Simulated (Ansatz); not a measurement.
`[GeH3][Se][GeH3]` + `O[SiH2]F` → `F[SiH2][O][GeH3]` + `[GeH3][SeH]` at 298.15 K and 1 bar (ligand exchange at a Ge–Se bond).

Isolated molecules relaxed with PBE0-D4/def2-TZVP in Ansatz; ΔE leaves out vibrations. CCSD(T)/CBS adds triple-zeta CCSD(T) − MP2 to the extrapolated MP2 energy (def2 sets, frozen cores). For Ge, Se outer-core shells are correlated without core-valence functions, which leaves a few kJ/mol of doubt a bond. Scalar relativity is left out up to krypton. One conformer a species, not always the lowest.

| species | CCSD(T)/CBS energy (Eh) | H − E (kJ/mol) | S (J/(mol·K)) |
| --- | --- | --- | --- |
| `[GeH3][Se][GeH3]` | -6556.56757 | 147.4 | 372.4 |
| `O[SiH2]F` | -465.96250 | 103.4 | 276.2 |
| `F[SiH2][O][GeH3]` | -2543.28863 | 147.4 | 358.5 |
| `[GeH3][SeH]` | -4479.23116 | 96.5 | 300.6 |

H − E and S are ideal-gas, rigid-rotor, harmonic terms from PBE0-D4/def2-TZVP, for one conformer and one mirror image of each species. 1 Eh = 2625.50 kJ/mol, R = 8.31446 J/(mol·K).

Question: By hand: ΔE, ΔH, ΔS and ΔG.

Answer: ΔE = (-2543.28863) + (-4479.23116) − (-6556.56757) − (-465.96250) = 0.01028 Eh = 27.0 kJ/mol. Δ(H − E) = 147.4 + 96.5 − 147.4 − 103.4 = -6.9, so ΔH = 20.1 kJ/mol. ΔS = 358.5 + 300.6 − 372.4 − 276.2 = 10.5 J/(mol·K). ΔG = 20.1 − 298.15 × (10.5)/1000 = 17.0 kJ/mol.

Question: By hand: the equilibrium constant, and the temperature at which ΔG would vanish if ΔH and ΔS stayed fixed.

Answer: log₁₀ K = −ΔG/(RT ln 10) = -3.0. ΔG = 0 at ΔH/ΔS = 1914 K, though so small a ΔS makes that figure unsure.

The number of gas molecules stays the same, so ΔS is small and ΔH decides. A doubt of 5 kJ/mol in ΔE shifts log₁₀ K by 0.9 here. Other conformers and mirror images would add mixing entropy, several J/(mol·K) or more a flexible species. Modes under 60 cm⁻¹, often nearly free rotors, make the harmonic entropy too high. These are equilibria of isolated gas molecules and say nothing of rates. Largest T1 diagnostic: 0.012 (customary marks: 0.02 for closed shells, 0.045 for open ones).
